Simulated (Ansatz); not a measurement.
Input file for `[CH3][AlH][BH]O`:

```yaml
crystal:
  periodic: [false, false, false]
  atoms:
    - {symbol: C, position_ang: [-1.564573, 0.529875, -0.299619]}
    - {symbol: Al, position_ang: [0.258972, 0.165088, -0.932063]}
    - {symbol: B, position_ang: [1.755630, -0.618653, 0.433626]}
    - {symbol: O, position_ang: [1.467553, -0.881620, 1.733705]}
    - {symbol: H, position_ang: [-2.289370, -0.067293, -0.865133]}
    - {symbol: H, position_ang: [-1.735415, 0.330261, 0.761969]}
    - {symbol: H, position_ang: [-1.830290, 1.577287, -0.482823]}
    - {symbol: H, position_ang: [0.563005, 0.468303, -2.469397]}
    - {symbol: H, position_ang: [2.898969, -0.864256, 0.143651]}
    - {symbol: H, position_ang: [0.558519, -0.690291, 1.978885]}
basis:
  gaussian: {orbitals: def2-SVP}
correlation: {method: ccsd_t}
```

```sh
$ ansatz run in.yaml --threads 2 --pin off --events-out ev --progress --plain --max-ram 4352MiB
```

Output of Ansatz, abridged:

```
Functional definition: HF
  name "HF"
  cite "Fock, Z. Phys. 61, 126 (1930) doi:10.1007/BF01340294"
  parent pbe
  exchange = exact_x
  correlation = 0
889 factors; integrals over basis functions are off by at most 1.3e-3 eV
mean field evaluation 1: about -10409.2335 eV, gradient 3.7e1 eV
mean field evaluation 2: about -10409.2876 eV, gradient 3.7e1 eV
mean field evaluation 4: about -10412.6157 eV, gradient 3.5e0 eV
mean field evaluation 8: about -10412.6642 eV, gradient 2.2e-4 eV
mean field -10412.66415205 eV, -382.6583496306 hartree, gradient 7.0e-6 eV, S^2 0.000000; 0 other end points of the search recorded, 0 dependent functions left out
8 core orbitals not correlated: weight in the atoms' cores, before any rotation towards them, 1.000 or more for the frozen orbitals, at most 0.000 for the correlated occupied ones
reference -10412.66415205 eV, -382.6583496306 hartree; 11, 11 occupied and 71, 71 virtual orbitals, 889 factors
second order -13.05826592 eV of doubles, -0.00000000 eV of singles
cycle   1  -13.85394686 eV  change   -8.0e-1 eV  update   9.3e-2
cycle   2  -14.25200707 eV  change   -4.0e-1 eV  update   2.9e-2
cycle   3  -14.35349545 eV  change   -1.0e-1 eV  update   1.7e-2
cycle   4  -14.34946066 eV  change    4.0e-3 eV  update   4.8e-3
cycle   5  -14.34820187 eV  change    1.3e-3 eV  update   2.0e-3
cycle   6  -14.34827314 eV  change   -7.1e-5 eV  update   6.7e-4
cycle   7  -14.34803351 eV  change    2.4e-4 eV  update   2.3e-4
cycle   8  -14.34801001 eV  change    2.3e-5 eV  update   7.5e-5
cycle   9  -14.34803077 eV  change   -2.1e-5 eV  update   2.7e-5
cycle  10  -14.34802885 eV  change    1.9e-6 eV  update   8.6e-6
perturbative correction -0.36895590 eV, -0.0135588794 hartree
Total energy: -10427.38113681 eV, -383.1991888449 hartree
```

Hardware: 2 threads of an Arm Neoverse V1 on a shared host. Wall time 3.4 s, peak host memory 0.39 GiB.

MP2 recovers 88.7 % of the CCSD(T) correlation energy and the triples give 2.5 %; T1 = 0.0142.
